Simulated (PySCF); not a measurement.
Be(H)(OH), H2BeO, SMILES [BeH][OH], singlet at its CAM-B3LYP/def2-SVP optimised geometry (Å):

```
4

Be     0.5059    -0.0034     0.0000
H      1.8313    -0.0034     0.0000
O     -0.8820    -0.0030     0.0014
H     -1.8313     0.0034     0.0067
```

Level of theory: PySCF 2.14.0 with CAM-B3LYP/def2-TZVP.

Map of the log10 of the electron density (e/bohr³), floored at −4 on the plane z = 0.6 Å:

```
|                           |
|                           |
|                           |
|                           |
|                           |
|                           |
|          .........        |
|       ..:::::::::::..     |
|      .:--===-------::.    |
|     .:-=+++++=======-:.   |
|    .:=++*##**+++++++=-:.  |
|   .:-+*##%%#********+=-.  |
|   .-=*#%%@@%#**####*+=-:  |
|   .-=*#%@@@%#**#####*=-:  |
|   .-=*#%@@@%#**####*+=-:  |
|   .:-+*##%%#********+=-.  |
|    .:=++*##**+++++++=-:.  |
|     .:-=+++++=======-:.   |
|      .:--===-------::.    |
|       ..:::::::::::..     |
|          .........        |
|                           |
|                           |
|                           |
|                           |
|                           |
|                           |
```
Scale: ten equal steps from -4.00 (start of ' ') to -0.558 (end of '@'), in the order ' .:-=+*#%@'; x runs from -4.00 to 4.00, y from -4.00 (bottom) to 4.00 (top).
